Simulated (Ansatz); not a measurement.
Consider the ligand exchange at the Si–O bond: `[OH][Ga]([Cl])[O][SiH3]` + HCl → `[SiH3]Cl` + `[OH][Ga]([OH])[Cl]`.

Program: Ansatz. Geometries: PBE0-D4/def2-TZVP. ΔE: electronic, gas phase. CCSD(T)/CBS is the MP2 limit (def2-TZVPP, def2-QZVPP) plus CCSD(T) − MP2 in def2-TZVPP, frozen cores. This one scheme is used for every species. For Ga outer-core shells are correlated without core-valence functions, which leaves a few kJ/mol of doubt a bond. Scalar relativity is left out up to krypton. Each species was taken in one conformer, which may not be the lowest.

| level | ΔE (eV) |
| --- | --- |
| HF/def2-QZVPP | 0.15 |
| SCS-MP2/def2-QZVPP | 0.09 |

Task: What does CCSD(T)/CBS give? (Best estimate.)

Result: Computed: +0.06 eV. The listed levels differ from it by 0.09, 0.03 eV.

Largest T1 diagnostic among the species: 0.013.

From PBE to PBE0 (25 % exact exchange), in def2-TZVPP and without D4, ΔE moves by +0.04 eV. The D4 term adds +0.06 eV with B3LYP and +0.03 eV with PBE0; it sums over pairs of atoms, weighted by their polarisabilities, and B3LYP, whose exchange is more repulsive, gets the larger term.

B3LYP here is the variant with VWN-RPA as its local correlation; programs differ in this.
